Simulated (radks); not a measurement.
Results of a calculation; reference values are marked as such.
Cl V, 13 electrons, occupied as [Ne] 3s2 3p0.75 4p0.25 (fractional occupations, a model configuration). Level of theory: Dirac Kohn-Sham, B86b exchange with PBE correlation, spin-unpolarised, spherical densities, finite nucleus; open shells fill j = l - 1/2 first; Fermi nuclear charge, rms radius 3.3654 fm (a radial shooting solver on a logarithmic mesh with Libxc functionals).

Radial electron density D(r) = 4 pi r^2 rho(r):

```
   r/bohr * D(r) (the largest magnitude, 19.6, reaches the edge; | marks zero)
  0.01081 |         *
  0.01229 |           *
  0.01397 |             *
  0.01587 |                *
  0.01804 |                    *
  0.02067 |                        *
  0.02349 |                            *
   0.0267 |                                *
  0.03035 |                                     *
  0.03449 |                                          *
   0.0392 |                                              *
  0.04491 |                                                  *
  0.05104 |                                                     *
  0.05801 |                                                      *
  0.06593 |                                                      *
  0.07494 |                                                    *
  0.08585 |                                                 *
  0.09758 |                                             *
   0.1109 |                                         *
    0.126 |                                      *
   0.1433 |                                    *
   0.1628 |                                    *
   0.1865 |                                      *
    0.212 |                                           *
    0.241 |                                               *
   0.2739 |                                                   *
   0.3113 |                                                     *
   0.3538 |                                                    *
   0.4053 |                                              *
   0.4606 |                                       *
   0.5236 |                              *
    0.595 |                     *
   0.6763 |              *
   0.7748 |         *
   0.8806 |       *
    1.001 |       *
    1.138 |       *
    1.293 |      *
    1.469 |     *
    1.684 |   *
    1.913 |  *
    2.175 | *
    2.472 |*
    2.809 |*
    3.193 *
    3.658 *
    4.157 *
    4.725 *
     5.37 *
    6.104 *
    6.937 *
    7.948 *
```

D(r) has 2 maxima, at r = 0.0614, 0.314 bohr, and minima at 0.152 bohr, inside which lie 2.17 electrons.
